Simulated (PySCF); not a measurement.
PySCF 2.14 output of an unrestricted r2SCAN calculation on a single atom or ion in aug-cc-pwCVTZ-PP with ECP10MDF (8s7p6d4f1g, 96 functions), with a scalar-relativistic core potential:

```
SCF conv_tol = 1e-09
number electrons alpha = 13  beta = 10
    J. W. Furness, A. D. Kaplan, J. Ning, J. P. Perdew, and J. Sun.,  J. Phys. Chem. Lett. 11, 8208-8215 (2020)
    J. W. Furness, A. D. Kaplan, J. Ning, J. P. Perdew, and J. Sun.,  J. Phys. Chem. Lett. 11, 9248-9248 (2020)
    J. W. Furness, A. D. Kaplan, J. Ning, J. P. Perdew, and J. Sun.,  J. Phys. Chem. Lett. 11, 8208-8215 (2020)
    J. W. Furness, A. D. Kaplan, J. Ning, J. P. Perdew, and J. Sun.,  J. Phys. Chem. Lett. 11, 9248-9248 (2020)
cycle= 1 E= -372.206077173036  delta_E= -0.0141  |g|= 0.035  |ddm|= 0.652
cycle= 2 E= -372.206477692281  delta_E= -0.000401  |g|= 0.0361  |ddm|= 0.127
cycle= 3 E= -372.206669281357  delta_E= -0.000192  |g|= 0.00388  |ddm|= 0.036
cycle= 4 E= -372.206789031516  delta_E= -0.00012  |g|= 0.00235  |ddm|= 0.0549
cycle= 5 E= -372.20685131319  delta_E= -6.23e-05  |g|= 0.000692  |ddm|= 0.0625
cycle= 6 E= -372.206856211592  delta_E= -4.9e-06  |g|= 0.000157  |ddm|= 0.0208
cycle= 7 E= -372.206856609302  delta_E= -3.98e-07  |g|= 4.39e-05  |ddm|= 0.00605
cycle= 8 E= -372.206856628793  delta_E= -1.95e-08  |g|= 7.29e-06  |ddm|= 0.00185
cycle= 9 E= -372.206856628894  delta_E= -1.01e-10  |g|= 1.65e-06  |ddm|= 0.000102
converged SCF energy = -372.206856628894  <S^2> = 3.7534941  2S+1 = 4.0017467
```

The run itself started from symmetry-adapted Hartree-Fock orbitals and held the occupation by maximum overlap, on a logarithmic radial grid, so the iterations belong to that start.

Which element, charge and spin multiplicity is this?

Se⁺ (selenium, charge +1), multiplicity 4; the state was [Ar] 3d10 4s2 4p2 5s1, high-spin 4P determinant (an excited configuration).

Energies and moments cover only the electrons outside the core potential. The outer electron is Rydberg-like, and this basis confines it to a smaller radius and binds it less than a complete one would.
